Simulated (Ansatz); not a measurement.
Consider the atomization: `[NH2][SnH]([F])[O][SiH3]` → F• + 6 H• + N• + O• + Si• + Sn•.

Computed with Ansatz on PBE0-D4/def2-TZVP structures; ΔE is electronic, products minus reactants. CBS: MP2 limit from def2 TZ/QZ plus the TZ coupled-cluster correction, frozen cores. This one scheme is used for every species, atoms too. DFT in def2-TZVPP. B3LYP here is the variant with VWN-RPA as its local correlation; programs differ in this. No spin–orbit coupling; open shells (•) take unrestricted orbitals. Spin–orbit coupling would lower the free atoms: a little for F, O, Si; strongly for Sn. def2 core potentials past Kr. Bonds to Sn are less sure, by a few kJ/mol each and by 10 to 20 or more in all where they break to atoms, as the def2 sets lack core-valence functions. One conformer a species, not always the lowest.

| level | ΔE (kcal/mol) |
| --- | --- |
| r2SCAN-D4 | 840.1 |
| B3LYP-D4 | 840.8 |
| MP2/def2-TZVPP | 832.2 |
| MP2/def2-QZVPP | 851.5 |

What does CCSD(T)/CBS give? (An estimate is asked.)

Ansatz gave: +853.7 kcal/mol. The listed levels differ from it by -13.6, -12.9, -21.5, -2.2 kcal/mol.

Largest T1 diagnostic among the species: 0.014.

The D4 term adds +9.2 kcal/mol with B3LYP and +4.9 kcal/mol with PBE0; it sums over pairs of atoms, weighted by their polarisabilities, and B3LYP, whose exchange is more repulsive, gets the larger term. In def2-TZVPP, CCSD(T) changes the Hartree–Fock value by +240.8 kcal/mol (the triples alone add +13.7 kcal/mol) and MP2 by +250.5 kcal/mol; breaking electron pairs costs correlation energy, which Hartree–Fock lacks. From PBE to PBE0 (25 % exact exchange), in def2-TZVPP and without D4, ΔE moves by −18.4 kcal/mol: exact exchange takes away binding that semilocal exchange gives to molecules.

For atomizations the MP2-based limit and the directly extrapolated one differ by several kJ/mol either way, and by 10 to 25 for some Ge, Se and Sn compounds, so smaller differences from it don't rank the levels.
